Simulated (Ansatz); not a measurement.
A structure relaxed at PBE0-D4/def2-TZVP, charge 0, multiplicity 1:

```xyz
10

O     0.829   -1.788   -1.375
P     1.192   -0.903   -0.024
N     0.293    0.521   -0.160
Si   -1.066    0.917    0.840
H     0.262   -2.528   -1.142
H     2.395   -0.396   -0.582
H     0.463    1.099   -0.973
H    -0.950    2.310    1.345
H    -1.060   -0.047    1.966
H    -2.357    0.815    0.105
```

(1) Give its formula and SMILES.

(2) Summarise the bond lengths by kind.

Answers

(1) H6NOPSi, `OPN[SiH3]`.

(2) 1 × O–P 1.655 Å; 1 × H–O 0.960 Å; 1 × N–P 1.690 Å; 1 × H–P 1.420 Å; 1 × N–Si 1.733 Å; 1 × H–N 1.012 Å; 3 × H–Si 1.482 to 1.489 Å.

Computed with Ansatz.
